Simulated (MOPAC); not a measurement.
A run for MOPAC: PM7 on GeC, 2S+1 = 3, a spin state set in the input, which need not be the lowest, a point of a bond scan (R = 1.803 Å).

```
PM7 1SCF PRECISE CHARGE=0 UHF MS=1 THREADS=1
CGe

C      0.00000000 1     0.00000000 1     0.00000000 1
Ge     0.00000000 1     0.00000000 1     1.80251200 1
```

Output:

```
*******************************************************************************
 **                                                                           **
 **                              MOPAC v23.2.5                                **
 **                                                                           **
 *******************************************************************************
 ** MOPAC's Digital Object Identifier: https://doi.org/10.5281/zenodo.6511958 **
 **                                                                           **
 ** Please cite the open-source release paper for use of this MOPAC version:  **
 ** J. E. Moussa and J. J. P. Stewart (2026)                                  **
 ** MOPAC: An open-source semiempirical molecular orbital program             **
 ** J. Open Source Softw., 11(119), 8025, https://doi.org/10.21105/joss.08025 **
 *******************************************************************************

                              PM7 CALCULATION RESULTS

 *******************************************************************************
 *  PM7        - The PM7 Hamiltonian to be used
 *  UHF        - UNRESTRICTED HARTREE-FOCK CALCULATION
 *
 *
 *
 *                 CHARGE ON SYSTEM = 0
 *
 *
 *
 *  MS=        - IN MECI, MAGNETIC COMPONENT OF SPIN =  1.0
 *  PRECISE    - TIGHTER CRITERIA TO BE USED
 *  1SCF       - DO 1 SCF AND THEN STOP
 *  THREADS=1  - MULTI-THREADING NOT USED
 *  T=         - A TIME OF 172800.0 SECONDS REQUESTED
 *  DUMP=N     - RESTART FILE WRITTEN EVERY 7200.0 SECONDS REQUESTED
 *******************************************************************************
PM7 1SCF PRECISE CHARGE=0 UHF MS=1 THREADS=1
 CGe

   ATOM   CHEMICAL          X               Y               Z
  NUMBER   SYMBOL      (ANGSTROMS)     (ANGSTROMS)     (ANGSTROMS)

     1       C          0.00000000  *   0.00000000  *   0.00000000  *
     2      Ge          0.00000000  *   0.00000000  *   1.80251200  *



          CARTESIAN COORDINATES

    NO.       ATOM           X           Y           Z

     1         C          0.0000      0.0000      0.0000
     2        Ge          0.0000      0.0000      1.8025

 General Reference for PM7:
 "Optimization of Parameters for Semiempirical Methods VI: More Modifications to the
 NDDO Approximations and Re-optimization of Parameters", J. J. P. Stewart, J. Mol. Mod., 1:32, 19 (2013)
 https://link.springer.com/article/10.1007/s00894-012-1667-x

           Empirical Formula: C Ge  =     2 atoms



      MOLECULAR POINT GROUP   :   C*v


          UHF CALCULATION, NO. OF ALPHA ELECTRONS =    5
                           NO. OF BETA  ELECTRONS =    3

 -------------------------------------------------------------------------------
 PM7 1SCF PRECISE CHARGE=0 UHF MS=1 THREADS=1
 CGe



     1SCF WAS SPECIFIED, SO BFGS WAS NOT USED
     SCF FIELD WAS ACHIEVED


                              PM7 CALCULATION
                                                       MOPAC v23.2.5 Linux




          FINAL HEAT OF FORMATION =        196.44095 KCAL/MOL =     821.90892 KJ/MOL


          COSMO AREA              =         89.39 SQUARE ANGSTROMS
          COSMO VOLUME            =         76.79 CUBIC ANGSTROMS

          IONIZATION POTENTIAL    =          7.300065 EV
          ALPHA SOMO LUMO (EV)    =         -8.193 -0.999
          BETA  SOMO LUMO (EV)    =         -7.300 -1.847
          NO. OF ALPHA ELECTRONS  =          5
          NO. OF BETA  ELECTRONS  =          3
          MOLECULAR WEIGHT        =         84.6010         POINT GROUP:  C*v

          MOLECULAR DIMENSIONS (Angstroms)

            Atom       Atom       Distance
           Ge     2    C     1     1.80251
           Ge     2    C     1     0.00000
            C     1   Ge     2     0.00000


          SCF CALCULATIONS        =          1





   ATOM   CHEMICAL          X               Y               Z
  NUMBER   SYMBOL      (ANGSTROMS)     (ANGSTROMS)     (ANGSTROMS)

     1       C          0.00000000  *   0.00000000  *   0.00000000  *
     2      Ge          0.00000000  *   0.00000000  *   1.80251200  *

                             CARTESIAN COORDINATES

   1    C        0.000000000     0.000000000     0.000000000
   2   Ge        0.000000000     0.000000000     1.802512000


           Empirical Formula: C Ge  =     2 atoms



      MOLECULAR POINT GROUP   :   C*v


          ALPHA EIGENVALUES
 -19.33813 -14.08667  -9.20663  -9.17370  -8.19261  -0.99874  -0.33055   2.14286


           BETA EIGENVALUES
 -18.57847 -11.81239  -7.30006  -1.84732   0.24801   1.97133   2.22569   2.96502


              NET ATOMIC CHARGES AND DIPOLE CONTRIBUTIONS

  ATOM NO.   TYPE          CHARGE      No. of ELECS.   s-Pop       p-Pop
    1          C          -0.283011        4.2830     1.59816     2.68485
    2         Ge           0.283011        3.7170     1.79000     1.92699
 DIPOLE           X         Y         Z       TOTAL
 POINT-CHG.     0.000     0.000     2.450     2.450
 HYBRID         0.000     0.000    -1.355     1.355
 SUM            0.000     0.000     1.096     1.096


          ATOMIC ORBITAL ELECTRON POPULATIONS

     Atom    s        px        py        pz
    1  C   1.59816   0.97917   0.86155   0.84414
    2 Ge   1.79000   1.02083   0.13845   0.76770


                    (SZ)    =    1.000000
                    (S**2)  =    2.700894


          ATOMIC ORBITAL SPIN POPULATIONS

    Atom   Total    s     px     py     pz
         Atomic
    1  C  2.5090  0.135  0.833  0.862  0.679
    2 Ge -0.5090 -0.027 -0.833  0.138  0.212

 **********************
 *                    *
 * JOB ENDED NORMALLY *
 *                    *
 **********************




 == MOPAC DONE ==
```

The run finished. Its determinant has ⟨S²⟩ = 2.70, a mixture of spin states.

Cost: about 0.03 core-seconds (a rough figure).
